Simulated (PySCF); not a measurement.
C3H5BO2, SMILES OB1C=COC1.

Coordinates come from a B3LYP-D3(BJ)/def2-SVP optimisation. This is a generated structure with no PubChem entry under its InChIKey; it may be hypothetical. One conformer was computed; it need not be the lowest.

Two levels are set side by side: TDA-PBE/def2-SVPD (PySCF) and TDA-B3LYP/def2-SVPD (PySCF). Vertical, same geometry. The lowest singlet is HOMO→LUMO+1 100 % with PBE and HOMO→LUMO+1 99 % with the other functional; states are paired by order. Differences are taken from unrounded values.

```
quantity                               TDA-B3LYP
-------------------------------------  ---------
lowest singlet excitation (eV)              5.61
lowest triplet excitation (TDA) (eV)        3.80
first bright state (f over 0.05) (eV)       5.74
its oscillator strength                     0.21
```

**Question.** What does TDA-PBE give, and how far is it from TDA-B3LYP? (The exact figures need the calculation; the answer reports its results.)

**Answer.** 
| quantity | TDA-PBE | TDA-PBE minus TDA-B3LYP |
|---|---|---|
| lowest singlet excitation (eV) | 5.11 | -0.51 |
| lowest triplet excitation (TDA) (eV) | 3.74 | -0.06 |
| first bright state (f over 0.05) (eV) | 5.52 | -0.23 |
| its oscillator strength | 0.19 | -0.03 |

A lower first singlet is the usual sign of a functional without exact exchange. Differences between two approximate levels are no errors against the true value.

Rough cost on one machine, each run with all the roots and properties that it gave: TDA-B3LYP against TDA-PBE about 2 times.
